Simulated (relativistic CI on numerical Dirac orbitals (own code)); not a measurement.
**One change at a time: Br30+**

Base calculation: Dirac-Coulomb-Breit CI, KLI orbitals optimised for each configuration, model QED, unscaled Slater integrals.

CI space (outside the closed core 1s2): 2s2 2p, 2s 2p2, 2p3, 2p2 3s, 2p2 3p, 2p2 3d, 2s2 3s, 2s2 3p, 2s2 3d, 2s 2p 3s, 2s 2p 3p, 2s 2p 3d, 2s2 4s, 2s2 4p, 2s2 4d, 2s2 4f. Levels of other configurations are missing.

Variants: (1) P86 correlation estimate; (2) Breit term removed. Shifts of the energy above 2s2 2p 2P°_1/2, in eV, for the lowest level and the first level of each name with at least 55 % of one term (blank where a level changes its place among those of its configuration and J or its character, or is not in the variant):

| Level | Base | Δ(1) | Δ(2) |
| --- | --- | --- | --- |
| 2s2 2p 2P°_1/2 | 0.00 | 0.00 | 0.00 |
| 2s2 2p 2P°_3/2 | 53.96 | 0.00 | +1.33 |
| 2s 2p2 4P_1/2 | 82.29 | +0.34 | -1.27 |
| 2s 2p2 4P_3/2 | 115.77 | +0.34 | -0.20 |
| 2s 2p2 4P_5/2 | 132.35 | +0.34 | +0.93 |
| 2s 2p2 2D_3/2 | 166.72 | +0.34 | +0.32 |
| 2s 2p2 2P_1/2 | 176.90 | +0.34 | -0.58 |
| 2s 2p2 2D_5/2 | 191.16 | +0.34 | +1.39 |
| 2s 2p2 2S_1/2 | 234.47 | +0.34 | +0.50 |
| 2s 2p2 2P_3/2 | 236.07 | +0.34 | +1.27 |
| 2p3 2D°_3/2 | 306.73 | +0.52 | -0.41 |
| 2p3 2D°_5/2 | 318.51 | +0.52 | +0.72 |
| 2p3 2P°_1/2 | 343.11 | +0.52 | -0.62 |
| 2p3 2P°_3/2 | 383.07 | +0.52 | +0.96 |
| 2s2 3s 2S_1/2 | 1970.38 | +0.91 | +2.37 |
| 2s2 3p 2P°_1/2 | 2002.86 | +1.13 | +1.94 |
| 2s2 3p 2P°_3/2 | 2018.02 | +1.13 | +2.34 |
| 2s 2p 3s 4P°_1/2 | 2034.09 | +1.16 | +0.95 |
| 2s 2p 3s 4P°_3/2 | 2043.78 | +1.16 | +1.48 |
| 2s2 3d 2D_3/2 | 2046.98 | +0.76 | +2.68 |
| 2s2 3d 2D_5/2 | 2051.65 | +0.76 | +2.75 |
| 2s 2p 3s 2P°_1/2 | 2054.95 | +1.16 | +1.21 |

At this charge energies of transitions that change n are usually good to better than 1 %, and those within a shell (Δn = 0) to a few per cent.

Ionisation energy from the two ground configurations alone: base 3526.75 eV; P86 correlation estimate 3528.08 eV; Breit term removed 3529.55 eV. The NIST ASD value (semi-empirical) is 3523.1 eV.

LS names give the leading component of a level, which can be under half, so a name can repeat, a term be missing and a line seem to break the LS rules.
